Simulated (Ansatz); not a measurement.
C4H2F2Sn, SMILES `C#[C][Sn]([F])([F])[C]#C`, relaxed with RKS PBE-D4/def2-SVP in the Gaussian-basis code of Ansatz from a rough embedded geometry. The force threshold is 0.03 eV/Å; the program also tests the step.

Charge 0, multiplicity 1. Sn: def2 effective core potential.

Start:

```xyz
9

C     2.847    0.205    0.469
C     1.709    0.113   -0.070
Sn   -0.183   -0.009   -0.992
F    -0.220   -1.442   -2.199
F    -0.468    1.644   -2.020
C    -1.664   -0.163    0.478
C    -2.493   -0.252    1.327
H     3.740    0.257    0.901
H    -3.268   -0.353    2.107
```

```
step  energy (eV)  largest force (eV/Å)  largest move (Å)
   1  -15424.4684                 7.021             0.000
   2  -15424.8953                 0.664             0.117
   3  -15424.9050                 0.075             0.034
   4  -15424.9059                 0.004             0.028
```

End:

```xyz
9

C     2.894    0.204    0.396
C     1.763    0.138   -0.076
Sn   -0.147    0.032   -0.867
F    -0.230   -1.439   -2.133
F    -0.464    1.603   -1.967
C    -1.693   -0.160    0.497
C    -2.605   -0.271    1.309
H     3.892    0.262    0.814
H    -3.410   -0.369    2.027
```

Run time 2.7 s (4 threads of an AMD EPYC 9R45 on a shared host); peak host memory 0.18 GiB.
